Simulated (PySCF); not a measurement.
Species: `C=N[SiH](OC)OC`. The columns A, B, C and D hold Mulliken, IAO, Hirshfeld and ESP-fitted charges (e) of one PBE0/pcSseg-1 density (PySCF), in a shuffled order. Coordinates in Å (PBE0-D3(BJ)/def2-SVP); the density's dipole moment is (-0.28, 0.47, -0.23) D.

```
atom       x       y       z       A       B       C       D
  C1  -1.549  -2.524   0.984  +0.038  +0.038  +0.309  -0.057
  N2  -0.484  -1.908   1.269  -0.246  -0.561  -0.653  -0.550
 Si3  -0.219  -0.207   1.032  +0.473  +1.126  +0.940  +1.391
  O4   1.060   0.017   0.008  -0.233  -0.643  -0.365  -0.644
  C5   2.376  -0.383   0.275  -0.033  -0.021  -0.166  -0.191
  O6  -1.543   0.462   0.312  -0.230  -0.651  -0.383  -0.644
  C7  -1.647   1.760  -0.204  -0.032  -0.017  -0.183  -0.190
  H8  -1.626  -3.616   1.145  +0.050  +0.122  +0.040  +0.136
  H9  -2.453  -2.037   0.564  +0.044  +0.114  +0.002  +0.116
 H10   0.076   0.409   2.356  -0.086  -0.158  -0.151  -0.183
 H11   3.008  -0.116  -0.585  +0.047  +0.117  +0.113  +0.149
 H12   2.787   0.119   1.170  +0.039  +0.098  +0.082  +0.124
 H13   2.447  -1.474   0.432  +0.041  +0.111  +0.108  +0.134
 H14  -0.824   1.986  -0.904  +0.042  +0.110  +0.088  +0.135
 H15  -2.599   1.851  -0.748  +0.046  +0.116  +0.128  +0.148
 H16  -1.639   2.521   0.597  +0.040  +0.099  +0.091  +0.125
```

Which column most likely holds the ESP-fitted charges?

C. Σ q r misses the density's dipole by 0.05 D (C), 0.46 D (A), 1.12 D (B), 1.58 D (D). Charges fitted to the outside potential are the only set here that is tied to the molecule's multipoles.

And the Hirshfeld charges?

A. The mean sizes are 0.107 e (A), 0.238 e (C), 0.256 e (B), 0.307 e (D), and Hirshfeld charges are commonly the smallest of these schemes.

As computed, A = Hirshfeld, B = Mulliken, C = ESP-fitted, D = IAO. Hydrogens on carbon: Hirshfeld +0.04 to +0.05, Mulliken +0.10 to +0.12, ESP-fitted 0.00 to +0.13, IAO +0.12 to +0.15 e.

The ESP scheme is a least-squares fit of atom-centred charges to the potential on four shells outside the van der Waals surface, with the total charge fixed. The Mulliken scheme counts on each atom the diagonal of the density matrix times the overlap matrix over that atom's basis functions.

Isolated species at its PBE0-D3(BJ)/def2-SVP geometry (one conformer only).

The values belong to the conformer `[CH2:1]=[N:2][SiH:3]([O:4][CH3:5])[O:6][CH3:7]`: C1–N2–Si3–O4 -120°, N2–Si3–O4–C5 -63°, N2–Si3–O6–C7 -171°.
